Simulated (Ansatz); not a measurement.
Basis sets compared for Hf₂S₃. The state is a singlet with charge 0. Geometry r2SCAN-D4/def2-SVP. Ansatz on 4 threads of Intel Xeon Platinum 8259CL on a shared host; times are rough, and most runs start from earlier orbitals.

```xyz
5

Hf    1.4032   -0.2083   -0.9777
Hf   -0.0514    1.0710    1.3484
S    -0.1402    1.6692   -1.0079
S     0.4072   -2.1566   -1.2917
S    -1.6187   -0.3752    1.9289
```

In the def2 sets Hf takes a core potential; there is no spin–orbit coupling. The restricted singlet is unstable towards broken spin symmetry in Hartree–Fock (as tested in another run); at PBE-D4/def2-SVP, PBE-D4/def2-TZVP, PBE0-D4/def2-SVP, PBE0-D4/def2-TZVP this wasn't settled. No other spin state of charge 0 was run. Another isomer (singlet) lies 2.52 eV lower at PBE0-D4/def2-TZVP; other spin states weren't run for this one.

Binding counts from free atoms (Hf triplet, S triplet) in the same basis, without a counterpoise term.

```json
{"level": "PBE-D4/def2-SVP", "functions": "118", "energy (Eh)": "-1289.8958", "HOMO (eV)": "-5.19", "LUMO (eV)": "-3.93", "binding per atom (eV)": "4.14", "wall time": "2.1 s"}
{"level": "PBE0-D4/def2-SVP", "functions": "118", "energy (Eh)": "-1289.9024", "HOMO (eV)": "-6.03", "LUMO (eV)": "-3.17", "binding per atom (eV)": "3.89", "wall time": "2.6 s"}
```

(1) Estimate the rows for PBE-D4/def2-TZVP (with forces), PBE0-D4/def2-TZVP.

Answers

(1) 
| level | functions | energy (Eh) | HOMO (eV) | LUMO (eV) | binding per atom (eV) | wall time |
| --- | --- | --- | --- | --- | --- | --- |
| PBE-D4/def2-TZVP (with forces) | 191 | -1290.3246 | -5.17 | -3.90 | 4.17 | 3.7 s |
| PBE0-D4/def2-TZVP | 191 | -1290.3323 | -5.98 | -3.10 | 3.95 | 6.5 s |
